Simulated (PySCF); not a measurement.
# Reading the logs of faulty runs: Al2CH6N

Calculated results; nothing here was measured. The program is PySCF 2.14.0, an open-source quantum chemistry code, run on an isolated molecule that a program drew, which may never have been made. The molecule is Al2CH6N (charge 0, doublet), drawn as the SMILES string `C[N]([AlH])[AlH2]`.

Each row is a Hartree-Fock (HF) and frozen-core CCSD(T) single point in the cc-pV(D+d)Z basis, meant for a local HF minimum. Run 1 is clean. Each other run has one planted mistake out of seven kinds, and not every kind appears here: one electron removed, one electron added, multiplicity raised by two, geometry at a saddle point, minimal basis STO-3G, one bond length entered in bohr, all coordinates scaled. The reference is restricted for singlets and unrestricted otherwise, and also for a bond in bohr. Adding or removing an electron swaps singlet and doublet. Electrons count all cores. HOMO and LUMO are orbital energies over both spins, the gradient is its largest component, and the lowest frequency (negative if imaginary) is given only where the gradient is small. Bond lengths are over the 9 bonds as drawn. T1 is the CCSD diagnostic: over 0.02 (restricted) or 0.045 (unrestricted) a single reference is doubtful.

Geometry of the clean run:
```xyz
10
Al2CH6N, angstrom
C     0.7386   -1.3416    0.0638
N     1.0270   -1.2312   -1.3795
Al    2.1287   -2.4418   -2.1335
Al    0.2840    0.0863   -2.3319
H     1.6474   -1.2619    0.6668
H     0.0606   -0.5527    0.3997
H     0.2674   -2.2967    0.3119
H     2.7271   -3.5688   -1.1740
H     0.6163    0.1717   -3.8732
H    -0.6744    1.1191   -1.6168
```

```
run  electrons  basis functions  <S^2>  HOMO (eV)  LUMO (eV)  gradient (hartree/bohr)  lowest frequency (cm^-1)  mean bond (Å)  longest bond (Å)      T1  HF (hartree)  CCSD(T) (hartree)                          mistake
  1         45              104  0.755      -8.07       1.34                  4.4e-06                        35         1.4557             1.802  0.0156    -579.66083         -580.15357                         no fault
  2         45              104  3.761      -4.87      -1.13                  8.3e-02                         -         1.4557             1.802  0.0191    -579.53278         -579.98886       multiplicity raised by two
  3         45              104  1.462      -8.19       1.20                  2.6e-02                         -         1.5638             2.066  0.0571    -579.54062         -580.03170  one bond length entered in bohr
  4         44              104  0.000     -15.24      -6.61                  6.0e-02                         -         1.4557             1.802  0.0177    -579.39053         -579.88131                                ?
```

**Which mistake was planted in run 4, and what did it cost?**

It counts 44 electrons, one fewer than the clean run, at the same geometry and basis. So the mistake is: one electron removed. Subtracting run 1 and multiplying by 627.51 kcal/mol a hartree, the energy moved by 169.6 kcal/mol in HF and 170.8 kcal/mol in CCSD(T).

Cautions from the logs. Run 3: T1 is over the limit, so its CCSD(T) energy is less reliable.
